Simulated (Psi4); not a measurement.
Internal rotation in SMILES N#C[SiH2]COC, singlet. Scanned: dihedral O2–C3–Si4–C5; all other coordinates were relaxed at GFN2-xTB. Points at φ and −φ are mirror images.

Geometry of the scan point at 150° (Å):
```
13

C      2.3067     0.0642    -0.1049
O      1.1054    -0.5601     0.2631
C      0.0086     0.3310     0.3348
Si    -1.4788    -0.7585     0.8324
C     -2.6360     0.3413     1.8105
N     -3.3425     1.0092     2.4167
H      3.0720    -0.7094    -0.1209
H      2.2273     0.5222    -1.0992
H      2.5856     0.8417     0.6177
H      0.2144     1.1234     1.0704
H     -0.1411     0.8299    -0.6338
H     -1.0461    -1.8257     1.7301
H     -2.2255    -1.2272    -0.3374
```

Computed with Psi4 with DF-MP2 (frozen core)/cc-pVTZ // GFN2-xTB.

Scanned values (°): -150, -120, -90, -60, -30, 0, 30, 60, 90, 120, 150, 180.

Problem. Locate the minima and the barriers on this grid.

Solution. Lower than their neighbours: -60° (0.5 mEh), 60° (0.5 mEh), 180° (0.0 mEh). Higher than their neighbours: -120° (3.3 mEh), 0° (4.7 mEh), 120° (3.3 mEh). The whole profile spans 4.7 mEh.
